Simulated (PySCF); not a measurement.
PySCF input (M06-2X/def2-TZVPD):

```python
from pyscf import gto, scf, dft

mol = gto.M(
    atom='''
    B    -0.92994411    0.36245407   -0.52356380
    F    -2.19740190    0.25216418   -0.29244463
    B     0.54962741   -0.07742270    0.09558151
    F     1.17597794   -1.16277611   -0.34738303
    F     1.23271102    0.75226117    0.87759560
    ''',
    basis='def2-tzvpd',
    charge=0,
    spin=1,
    verbose=4,
)

mf = dft.UKS(mol, xc='m062x').density_fit(auxbasis='def2-universal-jkfit')
mf.grids.level = 4
mf.conv_tol = 1e-9
mf.max_cycle = 100
mf.max_memory = 1500
mf.kernel()
if not mf.converged:
    mf = mf.newton()
    mf.kernel(mf.make_rdm1())
for _ in range(2):
    mo, _, stable, _ = mf.stability(return_status=True)
    if stable:
        break
    mf.kernel(mf.make_rdm1(mo, mf.mo_occ))
mf.analyze()
```

Output:

```
PySCF version 2.14.0

[INPUT] verbose = 4
[INPUT] num. atoms = 5
[INPUT] num. electrons = 37
[INPUT] charge = 0
[INPUT] spin (= nelec alpha-beta = 2S) = 1
[INPUT] symmetry False subgroup None
[INPUT] Mole.unit = angstrom
[INPUT] Symbol           X                Y                Z      unit          X                Y                Z       unit  Magmom
[INPUT]  1 B     -0.929944110000   0.362454070000  -0.523563800000 AA   -1.757339679052   0.684938925034  -0.989392190737 Bohr   0.0
[INPUT]  2 F     -2.197401900000   0.252164180000  -0.292444630000 AA   -4.152487776599   0.476521238626  -0.552640257300 Bohr   0.0
[INPUT]  3 B      0.549627410000  -0.077422700000   0.095581510000 AA    1.038645275454  -0.146307698824   0.180622876472 Bohr   0.0
[INPUT]  4 F      1.175977940000  -1.162776110000  -0.347383030000 AA    2.222276235130  -2.197328392087  -0.656458787022 Bohr   0.0
[INPUT]  5 F      1.232711020000   0.752261170000   0.877595600000 AA    2.329486218533   1.421567585445   1.658415332123 Bohr   0.0

nuclear repulsion = 131.282320089467
number of shells = 68
number of NR pGTOs = 269
number of NR cGTOs = 194
basis = def2-tzvpd
ecp = {}

******** <class 'pyscf.df.df_jk.DFUKS'> ********
method = DFUKS
initial guess = minao
damping factor = 0
level_shift factor = 0
DIIS = <class 'pyscf.scf.diis.CDIIS'>
diis_start_cycle = 1
diis_space = 8
diis_damp = 0
SCF conv_tol = 1e-09
SCF conv_tol_grad = None
SCF max_cycles = 100
direct_scf = False
number electrons alpha = 19  beta = 18
XC library pyscf.dft.libxc version 7.1.2
    S. Lehtola, C. Steigemann, M. J. T. Oliveira, and M. A. L. Marques,  SoftwareX 7, 1–5 (2018)
XC functionals = m062x
    Y. Zhao and D. G. Truhlar,  Theor. Chem. Acc. 120, 215 (2008)
    Y. Zhao and D. G. Truhlar,  Theor. Chem. Acc. 120, 215 (2008)
radial grids:
    Treutler-Ahlrichs [JCP 102, 346 (1995); DOI:10.1063/1.469408] (M4) radial grids

becke partition: Becke, JCP 88, 2547 (1988); DOI:10.1063/1.454033
pruning grids: <function nwchem_prune>
grids dens level: 4
symmetrized grids: False
atomic radii adjust function: <function treutler_atomic_radii_adjust>
small_rho_cutoff = 0
Set gradient conv threshold to 3.16228e-05
tot grids = 142720
******** <class 'pyscf.df.df.DF'> ********
auxbasis = def2-universal-jkfit
init E= -349.876421331794
  alpha nocc = 19  HOMO = -0.123883275137484  LUMO = -0.0583834373246113
  beta  nocc = 18  HOMO = -0.457240010478845  LUMO = -0.12388327513748

WARN: HOMO -0.123883275137484 >= LUMO -0.12388327513748
[...]
  beta  nocc = 18  HOMO = -0.459519936319918  LUMO = -0.0652644263814324
  HOMO = -0.262156587185  LUMO = -0.0652644263814  gap/eV = 5.35771
Extra cycle  E= -349.357016585874  delta_E= -5.1e-11  |g|= 1.07e-05  |ddm|= 6.21e-05
converged SCF energy = -349.357016585874  <S^2> = 0.75557386  2S+1 = 2.0055661
uhf_internal: lowest eigs of H = [0.11658288 0.27350709 0.39218022]
<class 'pyscf.df.df_jk.DFUKS'> wavefunction is stable in the internal stability analysis
**** SCF Summaries ****
Total Energy =                        -349.357016585873737
Nuclear Repulsion Energy =             131.282320089467134
One-electron Energy =                 -744.728369407707419
Two-electron Energy =                  264.089032732366547
Two-electron Coulomb Energy =          303.563883183249061
DFT Exchange-Correlation Energy =      -39.474850450882528
HOMO-LUMO gap [eV] =                     5.357708591929581
**** MO energy ****
                             alpha | beta                alpha | beta
MO #1   energy= -25.3113098336546  | -25.3090513234026  occ= 1 | 1
MO #2   energy= -25.2672428526805  | -25.2666280317809  occ= 1 | 1
MO #3   energy= -25.2672341496696  | -25.266618634191   occ= 1 | 1
MO #4   energy= -7.15850712350524  | -7.15734020514105  occ= 1 | 1
MO #5   energy= -7.14868920722691  | -7.14327667022254  occ= 1 | 1
MO #6   energy= -1.42027321514888  | -1.41461842619328  occ= 1 | 1
MO #7   energy= -1.38962982857505  | -1.38793715588131  occ= 1 | 1
MO #8   energy= -1.36121104474163  | -1.35962022045072  occ= 1 | 1
MO #9   energy= -0.709839745525794 | -0.699112100404513 occ= 1 | 1
MO #10  energy= -0.687648312644328 | -0.684538580073387 occ= 1 | 1
MO #11  energy= -0.637228703307623 | -0.635623936097525 occ= 1 | 1
MO #12  energy= -0.633039168611112 | -0.621409821610211 occ= 1 | 1
MO #13  energy= -0.612719449348612 | -0.604463023589537 occ= 1 | 1
MO #14  energy= -0.605508037803048 | -0.59625267601378  occ= 1 | 1
MO #15  energy= -0.596260363416923 | -0.586752393564042 occ= 1 | 1
MO #16  energy= -0.544223203201562 | -0.538909795653321 occ= 1 | 1
MO #17  energy= -0.530872352669584 | -0.529977562410749 occ= 1 | 1
MO #18  energy= -0.481193217034221 | -0.459519936319918 occ= 1 | 1
MO #19  energy= -0.262156587184698 | -0.0652644263814324 occ= 1 | 0
MO #20  energy= -0.0399276902351779 | -0.0275424072592027 occ= 0 | 0
MO #21  energy= -0.00884027231886009 | -0.00779429040187358 occ= 0 | 0
MO #22  energy= 0.0193569295660139 | 0.0226401378456984 occ= 0 | 0
MO #23  energy= 0.0434251460208882 | 0.0607944157762657 occ= 0 | 0
MO #24  energy= 0.0646499991743177 | 0.0695618360494243 occ= 0 | 0
MO #25  energy= 0.0651288713743759 | 0.0750989880223244 occ= 0 | 0
MO #26  energy= 0.0840829528839342 | 0.0844152271459917 occ= 0 | 0
MO #27  energy= 0.0909750258750834 | 0.0862373377883937 occ= 0 | 0
MO #28  energy= 0.0941533340979213 | 0.0965101917006622 occ= 0 | 0
MO #29  energy= 0.0959847404640825 | 0.101234481551136  occ= 0 | 0
MO #30  energy= 0.116443165197845  | 0.107273678844283  occ= 0 | 0
MO #31  energy= 0.127041718652483  | 0.131520258924556  occ= 0 | 0
MO #32  energy= 0.142227640269006  | 0.14181223314032   occ= 0 | 0
MO #33  energy= 0.143650612955844  | 0.145208180237171  occ= 0 | 0
MO #34  energy= 0.144784384228766  | 0.152418426644713  occ= 0 | 0
MO #35  energy= 0.161142629099694  | 0.155790861893191  occ= 0 | 0
MO #36  energy= 0.161313743477665  | 0.156772327420647  occ= 0 | 0
MO #37  energy= 0.185165146863723  | 0.175942897893251  occ= 0 | 0
MO #38  energy= 0.209365962766813  | 0.195138982295109  occ= 0 | 0
MO #39  energy= 0.211462780408875  | 0.209110701474972  occ= 0 | 0
MO #40  energy= 0.234024316167932  | 0.225433626534594  occ= 0 | 0
MO #41  energy= 0.239149264899103  | 0.225972358408117  occ= 0 | 0
MO #42  energy= 0.254133709003041  | 0.247888935548749  occ= 0 | 0
MO #43  energy= 0.260097918079704  | 0.251691859316422  occ= 0 | 0
MO #44  energy= 0.279078770601459  | 0.260840177646404  occ= 0 | 0
MO #45  energy= 0.283397067738351  | 0.261295498575123  occ= 0 | 0
MO #46  energy= 0.29246618423245   | 0.287488103841229  occ= 0 | 0
MO #47  energy= 0.296208235910115  | 0.295982868796054  occ= 0 | 0
MO #48  energy= 0.310075259796898  | 0.308110428562986  occ= 0 | 0
MO #49  energy= 0.332073200483428  | 0.32252409421263   occ= 0 | 0
MO #50  energy= 0.362176284895421  | 0.357470630427602  occ= 0 | 0
MO #51  energy= 0.371283347674606  | 0.365159840131326  occ= 0 | 0
MO #52  energy= 0.376329165425498  | 0.37195690819963   occ= 0 | 0
MO #53  energy= 0.3940025457644    | 0.387470182513538  occ= 0 | 0
MO #54  energy= 0.408805442754625  | 0.403129389645818  occ= 0 | 0
MO #55  energy= 0.444919967952346  | 0.432954014452931  occ= 0 | 0
MO #56  energy= 0.448956026288977  | 0.452469529676858  occ= 0 | 0
MO #57  energy= 0.479758658797593  | 0.488475085526619  occ= 0 | 0
MO #58  energy= 0.50499659168823   | 0.502090961995975  occ= 0 | 0
MO #59  energy= 0.520763090997742  | 0.512129608149376  occ= 0 | 0
MO #60  energy= 0.570102728714147  | 0.564286522236178  occ= 0 | 0
MO #61  energy= 0.573707705665901  | 0.57495320633243   occ= 0 | 0
MO #62  energy= 0.581658334954421  | 0.581605802175643  occ= 0 | 0
MO #63  energy= 0.614222418596923  | 0.607714274134846  occ= 0 | 0
MO #64  energy= 0.619266403182496  | 0.617742194256255  occ= 0 | 0
MO #65  energy= 0.622491086001219  | 0.619315642556798  occ= 0 | 0
MO #66  energy= 0.628036343718157  | 0.623434566267455  occ= 0 | 0
MO #67  energy= 0.628088418096691  | 0.628033223513776  occ= 0 | 0
MO #68  energy= 0.635726807700649  | 0.632764146948266  occ= 0 | 0
MO #69  energy= 0.656798668275502  | 0.650393509324195  occ= 0 | 0
MO #70  energy= 0.661975191092974  | 0.66145090479505   occ= 0 | 0
MO #71  energy= 0.692581403119525  | 0.688612637485861  occ= 0 | 0
MO #72  energy= 0.69643437881171   | 0.691815760614663  occ= 0 | 0
MO #73  energy= 0.728097716588229  | 0.718960854837102  occ= 0 | 0
MO #74  energy= 0.729293780592451  | 0.71949599845993   occ= 0 | 0
MO #75  energy= 0.7974106333433    | 0.787547066453897  occ= 0 | 0
MO #76  energy= 0.818900736749962  | 0.799871072928938  occ= 0 | 0
MO #77  energy= 0.825233359463651  | 0.815235553241834  occ= 0 | 0
MO #78  energy= 0.840035855149791  | 0.834478163319923  occ= 0 | 0
MO #79  energy= 0.85678512124051   | 0.8393386427164    occ= 0 | 0
MO #80  energy= 0.925911418099723  | 0.920918519990914  occ= 0 | 0
MO #81  energy= 0.93662176060895   | 0.926278464905071  occ= 0 | 0
MO #82  energy= 0.940972322457895  | 0.945248069235701  occ= 0 | 0
MO #83  energy= 0.990470932664315  | 0.974046361674069  occ= 0 | 0
MO #84  energy= 0.99199235699193   | 0.983800954476878  occ= 0 | 0
MO #85  energy= 1.00848012220885   | 0.995259418664758  occ= 0 | 0
MO #86  energy= 1.03088134838393   | 1.0142846212791    occ= 0 | 0
MO #87  energy= 1.04461199881737   | 1.03591749817619   occ= 0 | 0
MO #88  energy= 1.06546529840127   | 1.04946750309487   occ= 0 | 0
MO #89  energy= 1.12154921857571   | 1.11752205338237   occ= 0 | 0
MO #90  energy= 1.12611227878708   | 1.12024795582327   occ= 0 | 0
MO #91  energy= 1.14497696163045   | 1.13217097224054   occ= 0 | 0
MO #92  energy= 1.16397389559981   | 1.16258095603177   occ= 0 | 0
MO #93  energy= 1.17834627849933   | 1.17512719085384   occ= 0 | 0
MO #94  energy= 1.25172880672132   | 1.24182633725876   occ= 0 | 0
MO #95  energy= 1.25588139981341   | 1.24942818403565   occ= 0 | 0
MO #96  energy= 1.31430243216957   | 1.30863916927487   occ= 0 | 0
MO #97  energy= 1.33046705559436   | 1.31910283767547   occ= 0 | 0
MO #98  energy= 1.39876973761584   | 1.38352125725123   occ= 0 | 0
MO #99  energy= 1.45497208643394   | 1.46006641353153   occ= 0 | 0
MO #100 energy= 1.57244283987887   | 1.56427656592117   occ= 0 | 0
MO #101 energy= 1.58082612975448   | 1.57728142379826   occ= 0 | 0
MO #102 energy= 1.62342890605643   | 1.61657619885236   occ= 0 | 0
MO #103 energy= 1.71348722951891   | 1.7121279142431    occ= 0 | 0
MO #104 energy= 1.72661156666845   | 1.73722587942851   occ= 0 | 0
[...]
```

It need not be the lowest isomer of its formula.
